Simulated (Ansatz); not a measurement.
Isolated molecules relaxed with PBE0-D4/def2-TZVP in Ansatz; ΔE leaves out vibrations. CBS: MP2 limit from def2 TZ/QZ plus the TZ coupled-cluster correction, frozen cores. This one scheme is used for every species, atoms too. Functionals use def2-TZVPP. B3LYP here is the variant with VWN-RPA as its local correlation; programs differ in this. HSE06 is defined as in plane-wave codes. No spin–orbit coupling; open shells (•) take unrestricted orbitals. Spin–orbit coupling would lower the free atoms: clearly for Br; strongly for In. def2 core potentials past Kr. For Br, In outer-core shells are correlated without core-valence functions, so the limit isn't a true one: a few kJ/mol of doubt a bond, and 10 to 20 or more in all where bonds break to atoms. Scalar relativity is left out up to krypton.

`[Br+]1[InH2-][Br+][InH2-]1` → 2 Br• + 4 H• + 2 In•  (atomization)

```csv
level,ΔE (kJ/mol),difference from CCSD(T)/CBS
LDA (SPW92),1951.7,180.0
PBE-D4,1686.2,-85.5
revPBE-D4,1633.0,-138.7
BLYP-D4,1637.7,-134.0
B97M-V,1752.4,-19.3
PBE0-D4,1695.7,-76.0
B3LYP-D4,1675.9,-95.8
r2SCANh-D4,1733.7,-38.0
r2SCAN0-D4,1726.2,-45.5
BHLYP-D4,1685.2,-86.5
CAM-B3LYP-D4,1701.9,-69.8
ωB97X-V,1747.5,-24.2
ωB97M-V,1725.5,-46.2
B2PLYP,1658.8,-112.9
PBE-QIDH,1710.9,-60.8
PBE,1659.6,-112.1
revPBE,1581.0,-190.7
BLYP,1584.4,-187.3
r2SCAN,1734.0,-37.7
PBE0,1672.6,-99.1
B3LYP,1632.3,-139.4
r2SCAN0,1718.8,-52.9
HSE06,1672.7,-99.0
BHLYP,1638.2,-133.5
CAM-B3LYP,1677.1,-94.6
LC-ωPBE,1701.4,-70.3
HF/def2-SVP,1250.4,-521.3
MP2/def2-SVP,1624.4,-147.3
CCSD/def2-SVP,1600.9,-170.8
CCSD(T)/def2-SVP,1618.3,-153.4
HF/def2-TZVPP,1264.3,-507.4
MP2/def2-TZVPP,1681.5,-90.2
SCS-MP2/def2-TZVPP,1670.4,-101.3
CCSD/def2-TZVPP,1675.0,-96.7
CCSD(T)/def2-TZVPP,1702.2,-69.5
HF/def2-QZVPP,1265.8,-505.9
SCS-MP2/def2-QZVPP,1713.5,-58.2
HF/CBS(def2),1266.1,-505.6
MP2/CBS(def2),1750.9,-20.8
CCSD/CBS(def2),1744.4,-27.3
CCSD(T)/CBS,1771.7,0
```

Largest T1 diagnostic among the species: 0.015.

The D4 term adds +43.7 kJ/mol with B3LYP and +23.1 kJ/mol with PBE0; it sums over pairs of atoms, weighted by their polarisabilities, and B3LYP, whose exchange is more repulsive, gets the larger term. From PBE to PBE0 (25 % exact exchange), in def2-TZVPP and without D4, ΔE moves by +13.0 kJ/mol. In def2-TZVPP, CCSD(T) changes the Hartree–Fock value by +437.9 kJ/mol (the triples alone add +27.2 kJ/mol) and MP2 by +417.2 kJ/mol; breaking electron pairs costs correlation energy, which Hartree–Fock lacks.

For atomizations the MP2-based limit and the directly extrapolated one differ by several kJ/mol either way, and by 10 to 25 for some Ge, Se and Sn compounds, so smaller differences from it don't rank the levels.
